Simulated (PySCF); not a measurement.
# `C=CC(=C)CB(C)C`, C₇H₁₃B

Molfile (atoms numbered from 1):
```
C7H13B
     RDKit          3D

 21 20  0  0  0  0  0  0  0  0999 V2000
   -1.5059    1.2294   -1.4047 C   0  0  0  0  0  0  0  0  0  0  0  0
   -1.8296   -0.0311   -1.1423 C   0  0  0  0  0  0  0  0  0  0  0  0
   -1.2831   -0.8359   -0.0566 C   0  0  0  0  0  0  0  0  0  0  0  0
   -1.5787   -2.1332    0.0243 C   0  0  0  0  0  0  0  0  0  0  0  0
   -0.3828   -0.1575    0.9345 C   0  0  0  0  0  0  0  0  0  0  0  0
    1.0440    0.2824    0.3942 B   0  0  0  0  0  0  0  0  0  0  0  0
    1.7154   -0.4590   -0.8221 C   0  0  0  0  0  0  0  0  0  0  0  0
    1.8261    1.4310    1.1429 C   0  0  0  0  0  0  0  0  0  0  0  0
   -0.7862    1.7707   -0.8149 H   0  0  0  0  0  0  0  0  0  0  0  0
   -1.9423    1.7640   -2.2316 H   0  0  0  0  0  0  0  0  0  0  0  0
   -2.5491   -0.5387   -1.7737 H   0  0  0  0  0  0  0  0  0  0  0  0
   -1.1869   -2.7610    0.8072 H   0  0  0  0  0  0  0  0  0  0  0  0
   -2.2175   -2.6169   -0.6964 H   0  0  0  0  0  0  0  0  0  0  0  0
   -0.1985   -0.8498    1.7623 H   0  0  0  0  0  0  0  0  0  0  0  0
   -0.9160    0.6918    1.3698 H   0  0  0  0  0  0  0  0  0  0  0  0
    2.3883    0.1764   -1.3944 H   0  0  0  0  0  0  0  0  0  0  0  0
    2.3273   -1.2737   -0.4315 H   0  0  0  0  0  0  0  0  0  0  0  0
    1.0024   -0.9088   -1.5086 H   0  0  0  0  0  0  0  0  0  0  0  0
    1.6632    2.3724    0.6161 H   0  0  0  0  0  0  0  0  0  0  0  0
    1.4980    1.5888    2.1681 H   0  0  0  0  0  0  0  0  0  0  0  0
    2.9029    1.2758    1.1502 H   0  0  0  0  0  0  0  0  0  0  0  0
  1  2  2  0
  2  3  1  0
  3  4  2  0
  3  5  1  0
  5  6  1  0
  6  7  1  0
  6  8  1  0
  1  9  1  0
  1 10  1  0
  2 11  1  0
  4 12  1  0
  4 13  1  0
  5 14  1  0
  5 15  1  0
  7 16  1  0
  7 17  1  0
  7 18  1  0
  8 19  1  0
  8 20  1  0
  8 21  1  0
M  END
```

The calculation used GIAO OPBE/6-31G* magnetisability, rotational g tensor and spin-rotation constants, non-relativistic, gas phase in PySCF. Geometry: GFN2-xTB.

Task: Give the nuclear spin-rotation constants along the inertial axes (H = +C I·J) beside the isotropic shieldings.

Result: Rotational constants 2.6628, 1.3825, 1.1975 GHz. A star marks the isotopologue with that one atom substituted, in its own axes.
| atom | isotope | Caa (kHz) | Cbb (kHz) | Ccc (kHz) | mean (kHz) | σ (ppm) |
| --- | --- | --- | --- | --- | --- | --- |
| B6 | 11B | 1.124 | 0.219 | 0.505 | 0.616 | 32.7 |
| H9 | 1H | 0.159 | -0.140 | -0.126 | -0.036 | 27.8 |
| H10 | 1H | -0.212 | 0.059 | -0.120 | -0.091 | 27.3 |
| H11 | 1H | 0.209 | -0.135 | -0.106 | -0.011 | 25.8 |
| H12 | 1H | -0.242 | 0.085 | -0.127 | -0.095 | 27.3 |
| H13 | 1H | 0.122 | -0.136 | -0.098 | -0.037 | 27.3 |
| H14 | 1H | -0.279 | 0.015 | -0.119 | -0.128 | 30.3 |
| H15 | 1H | -0.296 | -0.088 | 0.000 | -0.128 | 29.5 |
| H16 | 1H | -0.184 | -0.100 | -0.079 | -0.120 | 31.4 |
| H17 | 1H | -0.313 | -0.012 | -0.117 | -0.147 | 32.1 |
| H18 | 1H | -0.004 | -0.159 | -0.097 | -0.087 | 31.1 |
| H19 | 1H | -0.278 | 0.020 | -0.151 | -0.136 | 31.6 |
| H20 | 1H | -0.299 | -0.154 | 0.023 | -0.143 | 31.3 |
| H21 | 1H | -0.022 | -0.141 | -0.113 | -0.092 | 31.2 |
| C1 | 13C* | 0.852 | 0.434 | 0.181 | 0.489 | 89.5 |
| C2 | 13C* | 1.023 | 0.453 | 0.217 | 0.565 | 66.3 |
| C3 | 13C* | 0.955 | 0.530 | 0.220 | 0.568 | 59.7 |
| C4 | 13C* | 0.805 | 0.436 | 0.225 | 0.489 | 85.0 |
| C5 | 13C* | 0.387 | 0.220 | 0.206 | 0.271 | 158.6 |
| C7 | 13C* | 0.369 | 0.144 | 0.142 | 0.218 | 183.4 |

For the geometry as given, no vibrational averaging.
